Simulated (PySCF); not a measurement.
Compound: C5H6F3OP.
Cartesian coordinates in Å at the PBE0-D3(BJ)/def2-SVP level; atoms count from 1:
```xyz
16
C5H6F3OP angstrom
O     -0.1383   -1.2238   -1.4006
P      0.1130   -1.0705    0.0632
C      1.7900   -0.5275    0.4907
F      2.0134   -0.3392    1.8004
C      2.7826   -0.2872   -0.3725
F      2.6877   -0.4261   -1.6591
F      3.9664    0.1196   -0.0075
C     -0.9400    0.1250    0.8901
C     -2.3168    0.3215    0.3098
C     -1.2739    1.3665    0.1048
H      0.0030   -2.2445    0.8670
H     -0.8049    0.2094    1.9733
H     -3.1317    0.5124    1.0121
H     -2.5802   -0.2919   -0.5567
H     -0.8472    1.4520   -0.8990
H     -1.3412    2.3035    0.6626
```

Linear response at CAM-B3LYP/def2-SVPD (PySCF, frozen core in the response, non-relativistic).

Static isotropic polarisability: 85.34 au (12.65 Å³), principal values 74.6, 78.1, 103.3 au.

Question: What is the polarisability at 1064 nm and at the sodium D line?

Answer: 86.03 au at 1064 nm (+0.8 %), 87.67 au at 589.3 nm (+2.7 %). The rise at 589.3 nm is 3.37 times that at 1064 nm; a pure ω² law gives 3.26. The lowest singlet lies at 193 nm, shorter than both wavelengths.

Question: What is the isotropic C6 coefficient between two such molecules, C6 = (3/π)∫α(iω)² dω?

Answer: 3201 au (Eh·bohr⁶) by a ten-point quadrature over imaginary frequencies, which is 1910 eV·Å⁶ or 185 J·nm⁶/mol.

Question: Which effective excitation energy ω̄ makes London's formula C6 = (3/4)α²ω̄ exact here?

Answer: ω̄ = 4·C6/(3α²) = 0.586 Eh = 15.9 eV. A one-pole form α(ω) = α/(1 − ω²/ω̄²) fitted to the 1064 nm value gives 13.0 eV. London's choice of the ionisation energy (10.18 eV, ΔSCF at the same level) gives C6 = 2040 au, 36 % too low.

Question: What n − 1 at the D line would an ideal gas of it have at 273.15 K and 1 atm (2.6868 × 10¹⁹ cm⁻³), by n − 1 = 2π·N·α′?

Answer: 21.93 × 10⁻⁴, a formal value whether or not that pressure can be reached.

Question: How anisotropic is the static polarisability, by Δα² = ½[(α1 − α2)² + (α2 − α3)² + (α3 − α1)²]?

Answer: Δα = 27.1 au, or 0.32 of the isotropic value.

Question: What molar refraction at the D line follows from R = (4π/3)·N_A·α′, with α′ the polarisability volume?

Answer: α′ = 12.99 Å³ gives R = 32.77 cm³/mol, for isolated, non-vibrating species.

Question: How many electrons N does the Slater–Kirkwood formula C6 = (3/4)·√N·α^(3/2) need to give this C6?

Answer: N = (4·C6/3)²/α³ = 29.3; the species has 86 electrons in all.

Question: The lowest 10 singlets have (eV, f): 6.44, 0.003; 6.91, 0.001; 7.00, 0.061; 7.07, 0.022; 7.14, 0.266; 7.30, 0.083; 7.34, 0.076; 8.04, 0.039; 8.16, 0.007; 8.21, 0.008. What share of the static polarisability do they carry in the sum over states α = Σ f/ω²?

Answer: 7.99 au, 9.4 % of α; the largest term, 3.87 au, is that of the state at 7.14 eV. Their oscillator strengths add up to 0.57. Higher states carry the rest.

Question: What three-body coefficient follows from the one-pole estimate C9 = (3/4)·α·C6?

Answer: 205000 au. This is an estimate from the two numbers above, not a computed integral.

One conformer stands for the species.
